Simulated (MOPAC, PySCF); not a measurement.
CH$_{4}$B$_{2}$O, SMILES `O1BB1C`, neutral singlet in the gas phase. 

Cartesian coordinates (Å):
SMILES: CB1BO1
```xyz
8

C     -1.2738     0.0800    -0.0114
B      0.2703     0.0684    -0.0042
B      1.8356     0.1960     0.0751
O      1.1680    -0.9624    -0.2745
H     -1.6929    -0.6975    -0.6543
H     -1.6228    -0.1157     1.0093
H     -1.6840     1.0492    -0.2974
H      2.9996     0.3820     0.1574
```
Charge 0, spin multiplicity 1.

All levels are single points at this geometry (B3LYP-D3(BJ)/def2-TZVP); Pople sets use spherical d functions. Orbital energies aren't observables, and empty levels follow the basis.

| level | HOMO (eV) | LUMO (eV) | gap (eV) | dipole (D) | vertical IE, Delta-SCF (eV) |
|---|---|---|---|---|---|
| B3LYP-D3(BJ)/def2-TZVP in PySCF | -6.96 | -1.44 | 5.52 | 0.98 | 9.67 |
| PBE-D3(BJ)/def2-TZVP in PySCF | -5.85 | -2.27 | 3.58 | 0.95 | 9.45 |
| B3LYP/6-31G* in PySCF | -6.60 | -0.93 | 5.67 | 0.97 | 9.49 |
| HF/3-21G in PySCF | -10.28 | 3.06 | 13.34 | 1.33 | – |
| HF/6-31G* in PySCF | -10.06 | 3.23 | 13.28 | 1.16 | 8.79 |
| AM1 in MOPAC | -9.42 | 1.11 | 10.53 | 1.16 | – |
